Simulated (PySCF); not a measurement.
Converging TlN in the basis (CCSD)

PySCF, ROHF reference; triplet, unpaired electrons π ↑↑; De to Tl + N without counterpoise correction. Frozen cores follow the default of each basis and core potential.

```tsv
basis	relativity	functions	Re (Å)	ωe (cm⁻¹)	De (eV)	frozen orbitals
cc-pVDZ-PP/cc-pVDZ	scalar-relativistic core potentials	37	2.343	382	0.77	5
def2-SVP	scalar-relativistic core potentials	40	2.345	385	0.81	5
def2-SVPD	scalar-relativistic core potentials	52	2.339	398	1.12	5
aug-cc-pVDZ-PP/aug-cc-pVDZ	scalar-relativistic core potentials	55	2.341	393	1.18	5
x2c-TZVPPall	spin-free X2C	114	2.306	404	1.19	35
```

Problem. How does each smaller set differ from the one with most functions, x2c-TZVPPall?

Solution. cc-pVDZ-PP/cc-pVDZ: +3.7 pm, -5.4 % in ωe, -0.42 eV in De; def2-SVP: +3.9 pm, -4.7 % in ωe, -0.38 eV in De; def2-SVPD: +3.3 pm, -1.5 % in ωe, -0.07 eV in De; aug-cc-pVDZ-PP/aug-cc-pVDZ: +3.5 pm, -2.7 % in ωe, -0.01 eV in De. All at CCSD; the set with most functions is neither the basis-set limit nor always the best. The rows treat relativity differently, so the differences are not basis effects alone.

Correlated steps freeze the inner cores (5 to 35 orbitals); shallow outer-core shells are correlated. Correlated levels converge slowly with the basis: in double zeta they bind strong bonds too weakly, by up to about 1 eV, and carry superposition errors of some tenths. These are scalar-relativistic numbers at best; spin–orbit coupling would shift them, the dissociation energy most. The state was picked by a PBE0 search and need not be the measured ground state.
